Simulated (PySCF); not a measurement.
A geometry optimisation, step by step.

Species: (H2B-mu-NHMe)2, C₂H₁₂B₂N₂.
Bonds: B1–N4, B1–N9, N4–C5, N4–B6, B6–N9, N9–C10. Hydrogens: H2, H3 on B1; H11 on N4; H12, H13, H14 on C5; H7, H8 on B6; H15 on N9; H16, H17, H18 on C10.

Computed by this run: PySCF 2.14.0, PBE0-D3(BJ)/def2-SVP geometry optimisation, gas phase; density fitting, grid level 1; the optimiser is geomeTRIC in internal coordinates, started from a GFN2-xTB structure with every atom displaced at random (about 0.03 Å). The frame can shift and turn from step to step; on so coarse a grid that alone can change the energy by a few meV, and forces under 0.02 eV/Å are noise.

Step 0: E = -6590.9246 eV, largest atomic force 5.953 eV/Å
```
atom  x, y, z in Å  |  force x, y, z in eV/Å
B1      0.631   -1.142    0.243   -3.292   2.659   0.263
H2      0.439   -2.174    0.674   -0.053  -2.029   0.871
H3      1.587   -0.822   -0.221    2.896   0.400  -1.242
N4      0.147    0.048    1.233   -4.377  -3.636   1.747
C5      0.915    1.145    1.508    1.009   2.279   3.919
B6     -1.183    0.298    0.245    2.192  -0.462   0.387
H7     -2.166   -0.112    0.714   -1.158  -0.238   0.718
H8     -1.157    1.411   -0.175   -0.166   0.655  -0.184
N9     -0.589   -0.723   -0.754   -0.526  -2.506  -2.405
C10    -0.209   -0.232   -2.089   -0.554   2.084   0.529
H11    -0.281   -0.370    2.149    1.286   0.985  -2.076
H12     1.817    0.840    2.123   -0.541   0.646  -0.514
H13     0.310    1.960    2.085    0.991  -1.230  -0.675
H14     1.211    1.616    0.626    0.932   0.936  -1.912
H15    -1.211   -1.564   -0.955    0.868   1.430   0.651
H16     0.334   -0.941   -2.672    0.522  -1.079  -0.520
H17     0.459    0.667   -1.992   -0.485  -0.617   0.089
H18    -1.108    0.113   -2.666    0.457  -0.277   0.355
```

Step 1: E = -6591.8922 eV, largest atomic force 1.260 eV/Å
```
atom  x, y, z in Å  |  force x, y, z in eV/Å
B1      0.586   -1.105    0.223   -0.786   0.983   0.041
H2      0.419   -2.208    0.689    0.185  -0.211   0.035
H3      1.650   -0.792   -0.257    0.295  -0.211  -0.025
N4      0.091    0.038    1.254   -0.837  -0.488  -0.333
C5      0.926    1.168    1.570    0.387   0.708   0.128
B6     -1.183    0.276    0.247    0.842  -0.086   0.402
H7     -2.206   -0.126    0.763   -0.114   0.043  -0.011
H8     -1.175    1.425   -0.158   -0.149   0.021  -0.065
N9     -0.606   -0.744   -0.812    0.206  -0.393  -0.490
C10    -0.214   -0.237   -2.125    0.082   0.256   0.057
H11    -0.286   -0.372    2.103    0.198  -0.023   0.136
H12     1.821    0.903    2.160   -0.061  -0.189  -0.097
H13     0.380    1.939    2.139   -0.124  -0.117   0.017
H14     1.266    1.668    0.651    0.004  -0.191  -0.041
H15    -1.210   -1.546   -0.976   -0.083   0.017   0.241
H16     0.338   -1.000   -2.695   -0.038  -0.012  -0.001
H17     0.441    0.635   -2.000    0.016  -0.045   0.023
H18    -1.093    0.095   -2.699   -0.024  -0.065  -0.018
```

Step 2: E = -6591.9613 eV, largest atomic force 0.452 eV/Å
```
atom  x, y, z in Å  |  force x, y, z in eV/Å
B1      0.571   -1.076    0.224   -0.249   0.337   0.023
H2      0.434   -2.192    0.696    0.132  -0.023  -0.057
H3      1.658   -0.783   -0.249    0.028  -0.150   0.069
N4      0.071    0.041    1.256   -0.366  -0.110  -0.242
C5      0.923    1.171    1.570    0.209   0.236  -0.128
B6     -1.170    0.275    0.252    0.260   0.000   0.239
H7     -2.204   -0.123    0.763   -0.032   0.050  -0.079
H8     -1.184    1.421   -0.168   -0.074  -0.023  -0.005
N9     -0.604   -0.746   -0.820    0.206  -0.066  -0.180
C10    -0.211   -0.230   -2.129   -0.014  -0.049   0.030
H11    -0.279   -0.374    2.112    0.077  -0.072   0.147
H12     1.812    0.864    2.141    0.030  -0.061   0.002
H13     0.380    1.933    2.147   -0.068   0.019   0.032
H14     1.266    1.646    0.636   -0.034  -0.094   0.091
H15    -1.212   -1.547   -0.954   -0.084  -0.037   0.058
H16     0.340   -0.996   -2.699   -0.027   0.044   0.001
H17     0.445    0.639   -1.997    0.025   0.007   0.022
H18    -1.092    0.093   -2.704   -0.021  -0.007  -0.024
```

Step 3: E = -6591.9782 eV, largest atomic force 0.092 eV/Å
```
atom  x, y, z in Å  |  force x, y, z in eV/Å
B1      0.561   -1.060    0.227    0.037  -0.029  -0.016
H2      0.451   -2.184    0.692    0.044   0.032  -0.042
H3      1.663   -0.785   -0.229   -0.050  -0.052   0.048
N4      0.056    0.043    1.259   -0.070   0.028   0.049
C5      0.926    1.172    1.567    0.027  -0.027  -0.065
B6     -1.165    0.276    0.258   -0.076   0.019   0.033
H7     -2.213   -0.118    0.746    0.009   0.026  -0.037
H8     -1.195    1.419   -0.171   -0.006  -0.007   0.017
N9     -0.601   -0.747   -0.824    0.091  -0.010  -0.007
C10    -0.212   -0.227   -2.130   -0.034  -0.052   0.006
H11    -0.270   -0.380    2.124    0.047   0.001  -0.016
H12     1.814    0.841    2.127   -0.005   0.010   0.009
H13     0.388    1.934    2.151    0.012   0.006  -0.006
H14     1.266    1.630    0.628   -0.018  -0.001   0.039
H15    -1.215   -1.547   -0.944   -0.013   0.012  -0.002
H16     0.339   -0.986   -2.707   -0.004   0.015   0.004
H17     0.444    0.641   -1.989    0.007   0.014  -0.014
H18    -1.094    0.096   -2.704    0.002   0.014  -0.001
```

Step 4: E = -6591.9798 eV, largest atomic force 0.061 eV/Å
```
atom  x, y, z in Å  |  force x, y, z in eV/Å
B1      0.561   -1.060    0.228    0.026  -0.027  -0.019
H2      0.457   -2.186    0.688    0.009   0.014  -0.013
H3      1.664   -0.790   -0.221   -0.021  -0.014   0.018
N4      0.053    0.043    1.261   -0.011   0.031   0.014
C5      0.927    1.170    1.565   -0.005  -0.043  -0.030
B6     -1.167    0.277    0.260   -0.052   0.004  -0.003
H7     -2.219   -0.116    0.739    0.006   0.007  -0.009
H8     -1.197    1.420   -0.166    0.007   0.001   0.008
N9     -0.599   -0.746   -0.824    0.057   0.015   0.013
C10    -0.213   -0.225   -2.130   -0.022  -0.020  -0.002
H11    -0.266   -0.382    2.127    0.011  -0.009   0.015
H12     1.816    0.837    2.123    0.000   0.006   0.008
H13     0.393    1.934    2.150    0.004   0.010   0.002
H14     1.265    1.627    0.626   -0.004   0.009   0.004
H15    -1.215   -1.544   -0.943   -0.009   0.003  -0.004
H16     0.336   -0.983   -2.710    0.001   0.001  -0.001
H17     0.444    0.643   -1.993    0.000   0.003  -0.003
H18    -1.096    0.099   -2.702    0.001   0.008   0.003
```

Step 5: E = -6591.9801 eV, largest atomic force under 0.02 eV/Å
```
atom  x, y, z in Å  |  force x, y, z in eV/Å
B1      0.561   -1.062    0.228    0.001  -0.002  -0.009
H2      0.459   -2.188    0.684   -0.007  -0.002   0.003
H3      1.665   -0.793   -0.217    0.004   0.005  -0.001
N4      0.052    0.041    1.262   -0.003  -0.002   0.018
C5      0.928    1.166    1.563   -0.010  -0.012   0.000
B6     -1.169    0.278    0.262   -0.010  -0.003  -0.007
H7     -2.221   -0.114    0.736    0.000  -0.003   0.002
H8     -1.196    1.422   -0.161    0.007   0.002   0.000
N9     -0.597   -0.744   -0.824    0.013   0.006   0.007
C10    -0.214   -0.222   -2.130   -0.005   0.003  -0.005
H11    -0.263   -0.385    2.130    0.007   0.005  -0.005
H12     1.817    0.835    2.121    0.001   0.001   0.001
H13     0.397    1.933    2.148    0.002   0.000  -0.001
H14     1.264    1.624    0.624    0.002   0.003  -0.005
H15    -1.216   -1.541   -0.944   -0.001   0.000   0.003
H16     0.332   -0.980   -2.712   -0.001  -0.002  -0.001
H17     0.444    0.645   -1.994    0.001  -0.001   0.000
H18    -1.099    0.104   -2.699    0.000   0.002   0.002
```

**Question.** Summarise the path.

**Answer.** The energy falls by 1.0556 eV from step 0 to step 5; nine tenths of that is first reached at step 1. It falls at every step. The largest force goes from 5.953 to under 0.02 eV/Å. Among the bonds B1–H3 changes most, from 1.110 to 1.220 Å; the atoms move by 0.061 Å rms after alignment.

What follows is the cost of the whole optimisation. Hardware: an Arm Neoverse V2 with one thread, no GPU, shared host with 96 logical CPUs at a one-minute load of 58. Cost: 48 s, 0.58 GiB resident at most.
